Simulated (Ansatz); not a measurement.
Reaction (hydrogenolysis of a C–F bond): `CC(F)C(F)(F)F` + H₂ → `CC(F)C(F)F` + H–F

Gas-phase electronic energies from Ansatz, PBE0-D4/def2-TZVP geometries. CCSD(T)/CBS adds triple-zeta CCSD(T) − MP2 to the extrapolated MP2 energy (def2 sets, frozen cores). This one scheme is used for every species. DFT in def2-TZVPP. One conformer a species, not always the lowest.

`CC(F)C(F)(F)F`:

```xyz
11

C     0.813    0.409    0.943
C     0.251   -0.547   -0.074
F    -0.210   -1.684    0.549
C    -0.915    0.042   -0.858
F    -1.909    0.433   -0.061
F    -0.499    1.109   -1.553
F    -1.410   -0.841   -1.725
H     0.047    0.691    1.665
H     1.190    1.308    0.454
H     1.637   -0.072    1.470
H     1.004   -0.848   -0.809
```

H₂:

Cartesian coordinates in Å:
```
H 0.180 0.319 0.072
H -0.180 -0.319 -0.072
```

`CC(F)C(F)F`:

```xyz
11

C    -1.043    0.444    0.619
C     0.111    0.493   -0.344
F     0.988    1.501    0.014
C     0.918   -0.792   -0.396
F     0.156   -1.767   -0.953
F     1.264   -1.199    0.846
H    -0.687    0.261    1.632
H    -1.582    1.391    0.596
H    -1.731   -0.356    0.337
H    -0.229    0.702   -1.365
H     1.833   -0.679   -0.985
```

H–F:

Cartesian coordinates in Å:
```
F -0.405 -0.039 -0.214
H 0.405 0.039 0.214
```

```tsv
species	BHLYP energy (Eh)
`CC(F)C(F)(F)F`	-516.11981
H₂	-1.17003
`CC(F)C(F)F`	-416.85625
H–F	-100.45182
```

(1) Work out ΔE.

Largest T1 diagnostic among the species: 0.011.

Answers

(1) ΔE = (-416.85625) + (-100.45182) − (-516.11981) − (-1.17003) = -0.01823 Eh = -47.9 kJ/mol. CCSD(T)/CBS gives -53.1 kJ/mol.

From PBE to PBE0 (25 % exact exchange), in def2-TZVPP and without D4, ΔE moves by −3.2 kJ/mol. At CCSD(T), def2-SVP lies +28.2 kJ/mol from the extrapolated value and def2-TZVPP +5.6 kJ/mol.
